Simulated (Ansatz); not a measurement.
Reaction (ligand exchange at a B–C bond): `CB[SiH3]` + `OCO` → `OCOB[SiH3]` + CH₄

Isolated molecules relaxed with PBE0-D4/def2-TZVP in Ansatz; ΔE leaves out vibrations. CCSD(T)/CBS is the MP2 limit (def2-TZVPP, def2-QZVPP) plus CCSD(T) − MP2 in def2-TZVPP, frozen cores. This one scheme is used for every species. Functionals use def2-TZVPP. One conformer a species, not always the lowest.

| level | ΔE (kJ/mol) | difference from CCSD(T)/CBS |
| --- | --- | --- |
| PBE-D4 | -133.3 | 2.7 |
| r2SCAN-D4 | -137.1 | -1.1 |
| ωB97M-V | -137.2 | -1.2 |
| r2SCAN | -136.0 | 0.0 |
| PBE0 | -127.8 | 8.2 |
| CCSD/def2-TZVPP | -135.8 | 0.2 |
| CCSD(T)/def2-TZVPP | -138.9 | -2.9 |
| HF/def2-QZVPP | -131.7 | 4.3 |
| SCS-MP2/def2-QZVPP | -137.7 | -1.7 |
| HF/CBS(def2) | -131.7 | 4.3 |
| CCSD(T)/CBS | -136.0 | 0 |

Largest T1 diagnostic among the species: 0.014.

In def2-TZVPP, CCSD(T) changes the Hartree–Fock value by −7.2 kJ/mol (the triples alone add −3.1 kJ/mol) and MP2 by −8.0 kJ/mol. The D4 term adds −6.0 kJ/mol with B3LYP and −3.4 kJ/mol with PBE0; it sums over pairs of atoms, weighted by their polarisabilities, and B3LYP, whose exchange is more repulsive, gets the larger term.

B3LYP here is the variant with VWN-RPA as its local correlation; programs differ in this.
